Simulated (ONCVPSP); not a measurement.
**Before and after: ONCV potential for arsenic (As)**

ONCVPSP 4.0.1 input, shortened (lines: element, Z, core and valence counts, functional; n l f; lmax; l rc ep ncon nbas qcut; lloc lpopt rc5 dvloc0; l nproj debl; icmod fcfact rcfact), BLYP, scalar-relativistic:

```
  As 33.00    5    3  -106131      upf
    1    0    2.00
    2    0    2.00
    2    1    6.00
    3    0    2.00
    3    1    6.00
    3    2   10.00
    4    0    2.00
    4    1    3.00
    2
    0    1.60    0.00    5    9    4.00
    1    1.60    0.00    4    7    4.80
    2    0.65    0.00    5   10   19.10
    4    5    0.45    0.00
    0    2    1.60
    1    2    2.10
    2    3    3.20
    3    5.25    1.55
```

Change: all radii but the core radius scaled by about 0.81 (s 1.30, p 1.30, d 0.52 bohr); local potential polynomial inside 0.36 bohr (lpopt 5, dvloc0 0 Ha).

Cutoffs: the cutoffs (Ha) at which the residual kinetic energy of the hardest occupied pseudo-wave falls to 1 and 0.1 mHa per electron; they do not see the model core or the augmentation charge, which bear on the density cutoff. Errors are all-electron minus pseudo energies relative to the spin-unpolarised reference configuration.

Q: How do hardness, ghosts and transferability respond?

A: The potential gets harder (260 Ha and 830 Ha → 1275 Ha and 1442 Ha); both files keep a bound ghost (d, p, s); the errors of the 4 common tests hardly move. A smaller radius makes the pseudo-wave follow the all-electron one further in, where it bends more sharply, so more plane waves are needed.

```tsv
quantity	base	changed
cutoff, loose	260 Ha	1275 Ha
cutoff, tight	830 Ha	1442 Ha
loose cutoff by channel	s 16 Ha, p 8.6 Ha, d 260 Ha	s 121 Ha, p 78 Ha, d 1275 Ha
bound ghosts	s, p, d	s, p, d
GHOST(+) flags under 300 eV	s at 126.9 eV	s at 257.4 eV
error for 3d10 4s2 4p2, meV [ΔE 9.03 eV]	-1.3	-1.1
error for 3d10 4s2 4p1, meV [ΔE 26.89 eV]	-4.5	-4.1
error for 3d10 4s2 4p0, meV [ΔE 54.64 eV]	-12	-12
error for 3d10 4s1 4p0, meV [ΔE 105.48 eV]	-54	-55
rms error of d²Exc/dni dnj with the model core, mHa	0.67	0.54
```

 A true bound ghost makes a file unfit for plane-wave use even where its test errors are small: the radial tests pick states by their node count and pass the ghost by.
